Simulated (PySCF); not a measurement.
Molfile (atoms numbered from 1):
```
C2H6Se
     RDKit          3D

  9  8  0  0  0  0  0  0  0  0999 V2000
    1.4497    0.0819    0.1379 C   0  0  0  0  0  0  0  0  0  0  0  0
    0.0536    0.6144   -1.0993 Se  0  0  0  0  0  2  0  0  0  0  0  0
   -1.4432   -0.0697   -0.0715 C   0  0  0  0  0  0  0  0  0  0  0  0
    1.4569   -1.0090    0.2722 H   0  0  0  0  0  0  0  0  0  0  0  0
    2.4079    0.3935   -0.3000 H   0  0  0  0  0  0  0  0  0  0  0  0
    1.3223    0.5802    1.1092 H   0  0  0  0  0  0  0  0  0  0  0  0
   -1.3594   -1.1572    0.0632 H   0  0  0  0  0  0  0  0  0  0  0  0
   -2.3560    0.1503   -0.6417 H   0  0  0  0  0  0  0  0  0  0  0  0
   -1.5047    0.4276    0.9068 H   0  0  0  0  0  0  0  0  0  0  0  0
  1  2  1  0
  2  3  1  0
  1  4  1  0
  1  5  1  0
  1  6  1  0
  3  7  1  0
  3  8  1  0
  3  9  1  0
M  END
```

Geometry: PBE0-D3(BJ)/def2-SVP; GIAO absolute shieldings from PySCF 2.14.0 with density-fitted response routines, gas phase, non-relativistic, averaged over equivalent atoms.

At CAM-B3LYP/pcSseg-1 (105 basis functions, about 10 core-seconds):
| atoms | σ (ppm) |
| --- | --- |
| C1/C3 | 167.2 |
| Se2 | 1723.1 |
| H4/H5/H6/H7/H8/H9 | 29.62 |

Estimate the result of repeating the calculation with KT2/pcSseg-2.

Answers


```csv
atoms,σ at KT2/pcSseg-2,change
C1/C3,165.0,-2.2
Se2,1731.1,+8.0
H4/H5/H6/H7/H8/H9,29.25,-0.37
```

The largest change is at Se2 (selenium bonded to 2 C). Cost: 219 basis functions, of the order of 28 core-seconds.

Relativistic effects, spin–orbit coupling among them, are left out; they matter for Se and for the light atoms bonded to it.
